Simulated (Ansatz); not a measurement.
Coupled-cluster diagnostics for [TaO3(OH)]2- (TaO4H²⁻), Ansatz.

Geometry of the singlet (PBE0-D4/def2-SVPD):

```xyz
6

Ta    0.248   -0.093    0.412
O     1.954    0.567    0.568
O    -0.666    0.060    1.996
O     0.242   -1.823   -0.208
O    -0.755    0.968   -1.056
H    -1.024    0.321   -1.713
```

In the def2 sets Ta takes a core potential; there is no spin–orbit coupling. Correlated methods freeze 4 core orbitals; core or outer-core shells of Ta are correlated, in sets that lack core-valence functions. A multiply charged anion in the gas phase is held together partly by the finite basis.

Question: Estimate the CCSD(T) correlation energy, the shares of MP2 and (T), T1 and the reference's ⟨S²⟩ for: charge -2, singlet, own geometry in def2-SVPD; and the rough time on 4 threads of Arm Neoverse V1 on a shared host.

Answer: 
```csv
state,basis,correlation (eV),MP2 share (%),(T) share (%),T1,⟨S²⟩ (pure),wall time
"charge -2, singlet, own geometry",def2-SVPD,-32.000,99.3,4.5,0.024,0.00 (0.00),36 s
```
Customary marks for T1 are 0.02 (closed shells), 0.045 (open shells) and about 0.05 (3d metals). T1 exceeds 0.02 in 1 of 1 rows and 0.045 in 0; the higher it lies, the less the single-reference result can be trusted.
